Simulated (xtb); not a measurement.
C2H8BFN2, SMILES C[C@H](F)B(N)N. All values are semi-empirical tight-binding results from xtb (GFN2-xTB unless named), good for trends rather than for accurate numbers. Geometry optimised at GFN2-xTB. The structure was generated by enumeration; whether it is a known compound was not checked. The values are those of a single conformer.

Task: Estimate the properties. (Estimate from the structure and the level; the computed values follow.)

Result: 
The orbital gap is 6.58 eV, the dipole moment is 3.31 D and the zero-point energy is 70.8 kcal/mol. The G − E(el) at 298.15 K (modified RRHO) is 51.1 kcal/mol. The static polarisability (D4 model) is 57.9 bohr³, the solvation energy, GFN2-xTB/ALPB(water) is -7.0 kcal/mol and the solvation energy, GFN2-xTB/ALPB(acetone) comes out as -8.2 kcal/mol.

Task: Give the IR lines (harmonic; lines under 4 % of the strongest left out, lines within 3 cm⁻¹ merged). (The exact figures need the calculation; the answer reports its results.)

Result: ν (cm⁻¹): 390 (w), 491 (vs), 530 (m), 556 (w), 891 (w), 903 (w), 1004 (w), 1062 (w), 1109 (w), 1238 (m), 1289 (w), 1303 (w), 1418 (s), 1536 (m), 1543 (s), 2889 (m), 3022 (w), 3042 (w), 3050 (w) (against the strongest line: vs over 80 %, s over 45 %, m over 15 %, w over 4 %, vw less)
